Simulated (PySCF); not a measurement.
## Spinor energies of Pt³³⁺ (platinum, charge +33)

Start: [Kr] 4d9; 4d3/2 filled at m_j = -3/2, -1/2, +1/2, +3/2; 4d5/2 filled at m_j = -3/2, -1/2, +1/2, +3/2, +5/2. Calculated with PySCF 2.14 in an even-tempered Gaussian basis (17 s from 3.3 bohr⁻², ratio 2.8; 14 p from 4.3 bohr⁻², ratio 2.8; 9 d from 4.3 bohr⁻², ratio 2.8; 3 f from 20 bohr⁻², ratio 3): generalised Hartree-Fock with the X2C-1e Hamiltonian and a Gaussian nucleus; one run each with spin-orbit coupling (SO) switched off, then screened by Boettger's factors.

```json
{"spinor shell": "1s1/2", "electrons": "2", "ε, spin-free (eV)": "-80110.6", "ε, screened SO (eV)": "-80081.9", "weight of nominal j (screened SO)": "1.000", "rms radius, screened SO (bohr)": "0.0194"}
{"spinor shell": "2s1/2", "electrons": "2", "ε, spin-free (eV)": "-15287.0", "ε, screened SO (eV)": "-15277.8", "weight of nominal j (screened SO)": "1.000", "rms radius, screened SO (bohr)": "0.0783"}
{"spinor shell": "2p1/2", "electrons": "2", "ε, spin-free (eV)": "-13429.5", "ε, screened SO (eV)": "-14672.5", "weight of nominal j (screened SO)": "1.000", "rms radius, screened SO (bohr)": "0.0663"}
{"spinor shell": "2p3/2", "electrons": "4", "ε, spin-free (eV)": "-13429.5", "ε, screened SO (eV)": "-12938.2", "weight of nominal j (screened SO)": "1.000", "rms radius, screened SO (bohr)": "0.0742"}
{"spinor shell": "3s1/2", "electrons": "2", "ε, spin-free (eV)": "-4633.1", "ε, screened SO (eV)": "-4630.1", "weight of nominal j (screened SO)": "1.000", "rms radius, screened SO (bohr)": "0.199"}
{"spinor shell": "3p1/2", "electrons": "2", "ε, spin-free (eV)": "-4083.0", "ε, screened SO (eV)": "-4362.1", "weight of nominal j (screened SO)": "1.000", "rms radius, screened SO (bohr)": "0.190"}
{"spinor shell": "3d3/2", "electrons": "4", "ε, spin-free (eV)": "-3481.6", "ε, screened SO (eV)": "-3531.3", "weight of nominal j (screened SO)": "1.000", "rms radius, screened SO (bohr)": "0.180"}
{"spinor shell": "3d5/2", "electrons": "6", "ε, spin-free (eV)": "-3481.6", "ε, screened SO (eV)": "-3446.1", "weight of nominal j (screened SO)": "1.000", "rms radius, screened SO (bohr)": "0.184"}
{"spinor shell": "4s1/2", "electrons": "2", "ε, spin-free (eV)": "-1907.7", "ε, screened SO (eV)": "-1906.7", "weight of nominal j (screened SO)": "1.000", "rms radius, screened SO (bohr)": "0.414"}
{"spinor shell": "4p1/2", "electrons": "2", "ε, spin-free (eV)": "-1704.7", "ε, screened SO (eV)": "-1788.2", "weight of nominal j (screened SO)": "1.000", "rms radius, screened SO (bohr)": "0.416"}
{"spinor shell": "4p3/2", "electrons": "4", "ε, spin-free (eV)": "-1704.7", "ε, screened SO (eV)": "-1670.3", "weight of nominal j (screened SO)": "1.000", "rms radius, screened SO (bohr)": "0.444"}
{"spinor shell": "4d3/2", "electrons": "4", "ε, spin-free (eV)": "-1466.5", "ε, screened SO (eV)": "-1480.4", "weight of nominal j (screened SO)": "0.995", "rms radius, screened SO (bohr)": "0.436"}
{"spinor shell": "4d5/2", "electrons": "5", "ε, spin-free (eV)": "-1466.5", "ε, screened SO (eV)": "-1456.4", "weight of nominal j (screened SO)": "0.996", "rms radius, screened SO (bohr)": "0.444"}
```

Question: Where does 3p3/2 lie, and what is the 3p spin-orbit splitting (screened SO)?

Answer: At -3970.4 eV, 391.69 eV above 3p1/2.

| quantity | spin-free | screened SO |
| --- | --- | --- |
| E (hartree) | -17820.52526 | -17847.94156 |
| M_J | 5/2 | 5/2 |
| ⟨J²⟩ | 8.751 | 8.751 |
| ⟨L²⟩ | 6.000 | 6.105 |
| ⟨S²⟩ | 0.750 | 0.855 |

Each row is a mean over spinors that exchange with the open shell spreads, by up to 15.366 eV (4p3/2).

Breit and QED terms are absent; they matter most for the inner s and p1/2 levels.

Densities and radii are taken from the X2C orbitals without a picture-change correction, which distorts them close to the nucleus.

Without spin-orbit coupling the j labels of p, d and f shells carry no meaning; the spin-free column gives the mean over the occupied spinors of each nl shell.
